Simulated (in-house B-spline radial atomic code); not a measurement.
## RPA and G0W0 on r2SCAN0: the arsenic ion As¹⁰⁺

Configuration [Ar] 3d5, highest spin, mean-field start r2SCAN0. Computed with an all-electron radial atomic-structure program (B-spline basis): all electrons, non-relativistic, point nucleus, each spin shell either full or empty, empty states to l = 9 with an (l + 1/2)⁻⁴ tail; G0W0 by contour deformation at full frequency.

Command:
```bash
python run_gw.py task.json out
```
Settings (radii: box in bohr, nucleus in fm):
```
Z                        33
electrons                23
configuration            [Ar] 3d5
hamiltonian              nr
method                   r2scan0
lmax                     9
spin_polarised           True
box_radius               6.62
intervals                48
```

Run time, properties included: 2.5 s on 1 thread of Arm Neoverse N1 (shared host).

Energies (hartree):

```
                                     term        value
                         mean-field total  -2195.83331
Hartree-Fock functional on these orbitals  -2194.78483
                      direct second order       -1.716
                    second-order exchange      0.55814
                         SOSEX correction      0.52842
```

(1) What is the RPA correlation energy, and what remains with SOSEX?

Quasi-particle levels (eV):

```tsv
level	occupied	mean field	Σx - vxc	Σc	QP weight	G0W0
3d up	yes	-285.29	-14.55	?	?	?
3p down	yes	-364.90	-11.71	-0.26	0.977	-376.86
3s down	yes	-421.52	-18.20	7.71	0.885	-432.00
3d down	no	-261.27	16.46	-5.38	0.981	-250.19
```

G0W0 = mean field + (Σx - vxc) + Σc, with Σc (partial-wave tail included) taken at the quasi-particle energy. Only the outer levels were computed. Levels of low weight are left out.

(2) Where does G0W0 put 3d up?

Answers

(1) RPA gives -1.5731 hartree (-1.86 eV per electron); RPA + SOSEX gives -1.0447, and the second-order doubles -1.1579 hartree (no singles). SOSEX takes back 34 % of the RPA value.

(2) At -298.26 eV, with Σc = 1.58 eV and a quasi-particle weight of 0.979. The tabulated removal energy is 296 ± 2.4 eV (NIST, tabulated theory); the calculation leaves out relativity, Breit and QED terms, and what these don't explain is the method's own error.
